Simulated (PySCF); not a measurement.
# Selenium: a sound run and one with changed settings

Sound run: Se⁺ [Ar] 3d10 4s2 4p3, Se²⁺ [Ar] 3d10 4s2 4p2. Calculation: PySCF 2.14, in Sapporo-DKH3-DZP-2012; the spin-free X2C one-electron Hamiltonian (Gaussian nucleus). In the sound run the correlated levels freeze [Ar] 3d10. The sound run starts from symmetry-adapted Hartree-Fock orbitals and uses a fine grid where one is needed.

Changed run: all electrons correlated in a basis built for the valence shell.

```json
{"species": "Se⁺", "method": "MP2", "sound run (hartree)": "-2427.75699", "changed run (hartree)": "-2428.37921", "converged": "yes"}
{"species": "Se²⁺", "method": "MP2", "sound run (hartree)": "-2426.97497", "changed run (hartree)": "-2427.59404", "converged": "yes"}
```

Ionisation energy of Se⁺:

| method | sound run (eV) | changed run (eV) |
| --- | --- | --- |
| UHF | 20.894 | 20.894 |
| MP2 | 21.280 | 21.366 |
| SCS-MP2 | 21.154 | 21.209 |

A valence basis has no tight correlating functions, so it recovers only part of the core correlation, and not evenly between atom and ion.

For comparison, NIST gives 21.196 ± 0.01 eV between the lowest levels.
